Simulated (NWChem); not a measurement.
S[Se][SeH] (H₂Se₂S), optimised at PBE0/def2-SVP with NWChem:

highest occupied level (eV): -7.13
orbital gap (eV): 5.42
dipole (D): 0.45
highest harmonic frequency (cm⁻¹): 2686
zero-point energy (kcal/mol): 11.5

All stand in one matching conformer (torsions within 35°), which need not be the lowest. This build's default masses of Se (78.918 u) and Br (79.917 u) are each other's, which moves their modes by up to 0.6 %.

Problem. One Se atom is replaced by Zn, giving [SH][Zn][SeH] (ZnH₂SeS), optimised at the same level. How do these values move?

Solution. 
```json
[
 {"quantity": "highest occupied level (eV)", "new value": "-6.96", "change": "+0.17"},
 {"quantity": "orbital gap (eV)", "new value": "6.08", "change": "+0.66"},
 {"quantity": "dipole (D)", "new value": "1.08", "change": "+0.63"},
 {"quantity": "highest harmonic frequency (cm⁻¹)", "new value": "2704", "change": "+18"},
 {"quantity": "zero-point energy (kcal/mol)", "new value": "10.5", "change": "-1.0"}
]
```
